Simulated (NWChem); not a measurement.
CH5O cation; SMILES [OH2+]C

### Question
Give the equilibrium geometry at PBE0/def2-SVP (NWChem) as a Z-matrix, with the point group.

### Answer
point group Cs; any orientation.
```
C
H 1 1.0951
H 1 1.0951 2 110.91
H 1 1.0965 2 112.79 3 -127.60
O 1 1.4861 2 105.36 3 113.51
H 5 0.9778 1 115.70 2 55.76
H 5 0.9778 6 110.25 1 -133.67
```
